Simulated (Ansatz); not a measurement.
Start from `OCF` and change one atom or group to get `F[CH2][GeH3]`.

Ansatz, PBE0-D4/def2-TZVP geometries, multiplicity 1. Each molecule was computed in one conformer, which needn't be the lowest.

Scalar relativity is left out up to krypton.

| property | `OCF` |
| --- | --- |
| HOMO energy (PBE0/def2-TZVPP) / eV | -9.12 |
| HOMO energy (ωB97M-V/def2-TZVPP) / eV | -11.58 |
| LUMO energy (PBE/def2-TZVPP) / eV | 0.09 |
| LUMO energy (B3LYP/def2-TZVPP) / eV | 0.56 |
| HOMO–LUMO gap (B3LYP/def2-TZVPP) / eV | 9.45 |
| zero-point energy (PBE0-D4/def2-TZVP) / kJ/mol | 118.9 |

**Question.** What does the change do to each property? (Estimate.)

**Answer.** Computed: 
```json
{"property": "HOMO energy (PBE0/def2-TZVPP) / eV", "`F[CH2][GeH3]`": "-8.50", "shift": "0.62"}
{"property": "HOMO energy (ωB97M-V/def2-TZVPP) / eV", "`F[CH2][GeH3]`": "-10.76", "shift": "0.82"}
{"property": "LUMO energy (PBE/def2-TZVPP) / eV", "`F[CH2][GeH3]`": "-0.03", "shift": "-0.12"}
{"property": "LUMO energy (B3LYP/def2-TZVPP) / eV", "`F[CH2][GeH3]`": "0.48", "shift": "-0.08"}
{"property": "HOMO–LUMO gap (B3LYP/def2-TZVPP) / eV", "`F[CH2][GeH3]`": "8.77", "shift": "-0.68"}
{"property": "zero-point energy (PBE0-D4/def2-TZVP) / kJ/mol", "`F[CH2][GeH3]`": "138.5", "shift": "19.6"}
```

With PBE0 the HOMO rises by 0.62 eV and the LUMO falls by 0.21 eV, so the gap narrows by about 0.83 eV. PBE moves the HOMO by 0.32 eV and ωB97M-V by 0.82 eV. The zero-point energy changes by 19.6 kJ/mol with +6 modes.

B3LYP here is the variant with VWN-RPA as its local correlation; programs differ in this.
